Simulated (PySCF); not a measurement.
InH, SMILES [InH] (connectivity only; charge and spin as stated), neutral, multiplicity 1.

The structure is a stationary point at B3LYP-D3(BJ)/def2-TZVPD. The def2 effective core potentials stand for the cores of In; spin–orbit coupling is left out.

Two levels are set side by side: TDA-PBE/def2-TZVPD (PySCF) and TDA-B3LYP/def2-TZVPD (PySCF). Vertical, same geometry. The lowest singlet is HOMO→LUMO+1 98 % with PBE and HOMO→LUMO 98 % with the other functional; states are paired by order. Differences are taken from unrounded values.

```json
[
 {"quantity": "lowest singlet excitation (eV)", "TDA-B3LYP": "2.77"},
 {"quantity": "lowest triplet excitation (TDA) (eV)", "TDA-B3LYP": "2.04"},
 {"quantity": "first bright state (f over 0.05) (eV)", "TDA-B3LYP": "4.99"},
 {"quantity": "its oscillator strength", "TDA-B3LYP": "0.22"}
]
```

**Question.** What does TDA-PBE give, and how far is it from TDA-B3LYP? (Estimate from the structure and the level; the computed values follow.)

**Answer.** 
```tsv
quantity	TDA-PBE	TDA-PBE minus TDA-B3LYP
lowest singlet excitation (eV)	2.68	-0.09
lowest triplet excitation (TDA) (eV)	1.97	-0.07
first bright state (f over 0.05) (eV)	4.78	-0.20
its oscillator strength	0.21	-0.01
```

Functionals without exact exchange tend to place singlet excitations lower, as here. Differences between two approximate levels are no errors against the true value.

Rough cost on one machine, each run with all the roots and properties that it gave: TDA-B3LYP against TDA-PBE within a factor of 2.
